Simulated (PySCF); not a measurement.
**F⁺ (fluorine, charge +1) across methods**

[He] 2s2 2p4, high-spin 3P determinant. Calculation: PySCF 2.14, in aug-cc-pVTZ; no relativity, point nucleus.

| method | E (hartree) | mean ε 2s β (eV) | mean ε 2p α (eV) | mean ε 2p β (eV) | Σ⟨r²⟩ (bohr²) | ⟨S²⟩ |
| --- | --- | --- | --- | --- | --- | --- |
| wB97X-V | -99.0854 | -50.292 | -35.183 | -31.584 | 7.254 | 2.002 |
| revPBE | -99.0860 | -44.508 | -29.855 | -26.439 | 7.272 | 2.002 |
| PBE | -99.0162 | -44.532 | -29.899 | -26.463 | 7.282 | 2.002 |
| LDA | -98.4440 | -44.559 | -30.026 | -26.184 | 7.322 | 2.002 |
| PBE0 | -99.0302 | -47.347 | -32.789 | -29.040 | 7.222 | 2.002 |
| r2SCAN0 | -99.0776 | -47.589 | -33.481 | -29.454 | 7.172 | 2.004 |
| M06-2X | -99.0868 | -50.156 | -35.382 | -31.404 | 7.233 | 2.003 |
| UHF | -98.83088 | -54.309 | -40.714 | -35.649 | 7.131 | 2.005 |

Problem. Estimate the same row for r2SCAN.

Solution. E (hartree) = -99.0783; mean ε 2s β (eV) = -44.982; mean ε 2p α (eV) = -30.854; mean ε 2p β (eV) = -27.048; Σ⟨r²⟩ (bohr²) = 7.199; ⟨S²⟩ = 2.003.
